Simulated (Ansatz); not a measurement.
C3H8Si, charge +1, doublet, geometry from GFN2-xTB (a state made from the parent by changing its charge; the spin is typed, not shown lowest); CCSD(T)/STO-3G (Ansatz, a program for electronic structure).

Here is a job for Ansatz.
Ansatz 0.2 input:
```yaml
crystal:
  periodic: [false, false, false]
  atoms:
    - {symbol: C, position_ang: [1.05833802, 0.47727651, 0.97110393]}
    - {symbol: C, position_ang: [0.96501957, -0.69868733, 0.01191923]}
    - {symbol: Si, position_ang: [-0.84211903, -0.37976868, -0.77270691]}
    - {symbol: C, position_ang: [-0.31879072, 0.99011582, 0.58104385]}
    - {symbol: H, position_ang: [1.86318259, 1.16764572, 0.73806192]}
    - {symbol: H, position_ang: [1.13584709, 0.18482051, 2.01377110]}
    - {symbol: H, position_ang: [1.68976193, -0.65965217, -0.79669617]}
    - {symbol: H, position_ang: [0.94572194, -1.66504962, 0.50831183]}
    - {symbol: H, position_ang: [-1.87958013, -1.31092150, -0.34989867]}
    - {symbol: H, position_ang: [-0.85038746, 0.07979365, -2.15504985]}
    - {symbol: H, position_ang: [-0.29912040, 1.95664619, 0.08499323]}
    - {symbol: H, position_ang: [-1.04316039, 0.95124873, 1.39000123]}
basis:
  gaussian:
    orbitals: STO-3G
total_charge: 1
magnetization: {spin_polarized: true, initial_magnetization: 1}
correlation: {method: ccsd_t}
```

Output, abridged:

```
Functional definition: HF
416 factors; integrals over basis functions are off by at most 4.6e-5 eV
mean field evaluation 1: about -10943.7331 eV, gradient 1.0e1 eV
mean field evaluation 2: about -10943.9112 eV, gradient 1.0e1 eV
mean field evaluation 4: about -10944.8533 eV, gradient 9.5e-1 eV
mean field evaluation 8: about -10944.8715 eV, gradient 3.6e-4 eV
mean field evaluation 16: about -10944.6857 eV, gradient 9.5e-1 eV
mean field evaluation 32: about -10941.8735 eV, gradient 7.6e-4 eV
mean field evaluation 64: about -10940.1241 eV, gradient 7.5e-3 eV
mean field -10944.87070459 eV, -402.2165796938 hartree, gradient 2.3e-6 eV, S^2 0.769581; 1 other end points of the search recorded, 0 dependent functions left out
determinant -10944.87070459 eV, -402.2165796938 hartree, with singles and doubles -10951.81049597 eV, -402.4716123232 hartree
determinant -10941.87352898 eV, -402.1064355217 hartree, with singles and doubles -10949.30316104 eV, -402.3794694641 hartree
8 core orbitals not correlated
reference -10944.87070459 eV, -402.2165796938 hartree; 12, 11 occupied and 12, 13 virtual orbitals, 416 factors
second order -5.21500899 eV of doubles, -0.00000000 eV of singles
cycle   1  -6.93916413 eV  change    6.3e-4 eV  update   8.4e-4
cycle   2  -6.93844906 eV  change    7.2e-4 eV  update   6.2e-4
cycle   3  -6.93842958 eV  change    1.9e-5 eV  update   2.0e-4
cycle   4  -6.93858947 eV  change   -1.6e-4 eV  update   9.1e-5
cycle   5  -6.93869212 eV  change   -1.0e-4 eV  update   1.9e-5
cycle   6  -6.93873438 eV  change   -4.2e-5 eV  update   6.8e-6
cycle   7  -6.93874255 eV  change   -8.2e-6 eV  update   2.2e-6
perturbative correction -0.08122188 eV, -0.0029848491 hartree
Total energy: -10951.89066901 eV, -402.4745586282 hartree
```
